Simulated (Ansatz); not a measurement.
A single point on CH$_{7}$AlSiSn (`C[SiH]1[AlH][SnH2]1`).

```yaml
crystal:
  periodic: [false, false, false]
  atoms:
    - {symbol: C, position_ang: [-1.425538, 1.583485, -0.165119]}
    - {symbol: Si, position_ang: [-0.513780, -0.004225, 0.265673]}
    - {symbol: Al, position_ang: [1.239250, -0.723947, 1.711232]}
    - {symbol: Sn, position_ang: [1.390969, -1.479939, -0.813096]}
    - {symbol: H, position_ang: [-1.949878, 1.473229, -1.116872]}
    - {symbol: H, position_ang: [-2.158987, 1.819251, 0.610117]}
    - {symbol: H, position_ang: [-0.729540, 2.419657, -0.246716]}
    - {symbol: H, position_ang: [-1.456289, -1.170580, 0.310578]}
    - {symbol: H, position_ang: [2.223064, -0.371919, 2.910329]}
    - {symbol: H, position_ang: [2.689537, -0.822131, -1.723661]}
    - {symbol: H, position_ang: [0.756593, -2.779680, -1.721767]}
basis:
  gaussian: {orbitals: def2-QZVPP}
correlation: {method: mp2}
```

```sh
$ ansatz run in.yaml --threads 4 --pin off --events-out ev --progress --plain --max-ram 10444MiB
```

Shortened log:

```
Functional definition: HF
2889 factors; integrals over basis functions are off by at most 9.7e-4 eV
mean field evaluation 1: about -21388.6013 eV, gradient 3.0e1 eV
mean field evaluation 2: about -21388.7074 eV, gradient 3.0e1 eV
mean field evaluation 4: about -21391.9221 eV, gradient 3.7e0 eV
mean field evaluation 8: about -21392.0083 eV, gradient 3.4e-1 eV
mean field evaluation 16: about -21392.0096 eV, gradient 1.1e-6 eV
mean field -21392.00960382 eV, -786.1418529155 hartree, gradient 1.1e-6 eV, S^2 0.000000; 0 other end points of the search recorded, 0 dependent functions left out
15 core orbitals not correlated: weight in the atoms' cores, before any rotation towards them, 1.000 or more for the frozen orbitals, at most 0.000 for the correlated occupied ones
reference -21392.00960382 eV, -786.1418529155 hartree; 16, 16 occupied and 458, 458 virtual orbitals, 2889 factors
second order -25.81251078 eV of doubles, -0.00000000 eV of singles
Total energy: -21417.82211460 eV, -787.0904451903 hartree
```

Hardware: 4 threads of an Arm Neoverse V1 on a shared host. Wall time 25 s, peak host memory 3 GiB.
